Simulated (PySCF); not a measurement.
C2H5F2NSi, SMILES N(=C\[SiH](F)F)/C.

Coordinates come from a r2SCAN-D4/def2-SVP optimisation. The structure was generated by enumeration; whether it is a known compound was not checked. Other conformers were not sampled.

Level of theory: PBE/def2-TZVP in PySCF.

Isolated molecule, no solvent.

Question: Estimate the frontier levels, gap, dipole moment and polarisability. (An estimate is asked for; the answer gives what the named calculation found.)

Answer: 
```yaml
highest_occupied_level: -6.25 eV
lowest_empty_level: -2.50 eV
orbital_gap: 3.75 eV
dipole_moment: 2.54 D
quadrupole, principal values (traceless, Buckingham form, about the centre of nuclear charge): -3.66, -2.86, 6.51 D·Å
mean_static_polarisability: 58.4 bohr³ (8.66 Å³)
polarisability_principal_values: 43.7, 54.0, 77.6 bohr³
```
